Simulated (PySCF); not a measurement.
## Dipole response of W (tungsten, neutral)

[Xe] 4f14 5d4 6s2, high-spin 5D determinant. All numbers are calculated (PySCF 2.14, scalar relativity by spin-free X2C-1e, in x2c-TZVPPall with one added diffuse shell each of s, p, d, f type (12s8p8d4f1g, 113 functions)). Coupled (time-dependent) response in atomic units; α is the mean over directions.

```json
{"method": "PBEsol", "mean α (bohr³)": "68.74", "α xx, yy, zz": "70.46, 70.46, 65.31", "C₆ (like pair)": "831.1", "S(−4)": "1824"}
```

S(−4) is the Cauchy moment in α(ω) = α(0) + S(−4) ω² + …

Reference α: 68 ± 15 bohr³ (recommended; Schwerdtfeger and Nagle, table of static dipole polarizabilities (2023 update)). Published C₆: 757.0 (Gould and Bucko (2016)).

Spin-orbit coupling is absent.

α(iu) at PBEsol:

```csv
u (hartree),α(iu) (bohr³)
0,68.74
0.0500,64.58
0.100,55.32
0.200,37.37
0.300,26.01
0.500,14.92
0.750,9.177
1.00,6.400
1.50,3.752
2.00,2.505
3.00,1.356
5.00,0.5783
```

A single London oscillator, α(iu) = α/(1 + u²/ω²), gives C₆ = (3/4) ω α². Matching the computed C₆ needs ω = 4 × 831.1 / (3 × 68.74²) = 0.235 hartree.

The components differ because the open shell of this determinant is not spherical; for a pure term their mean is the scalar polarisability.

Spin-orbit coupling, absent here, splits the open shell strongly.
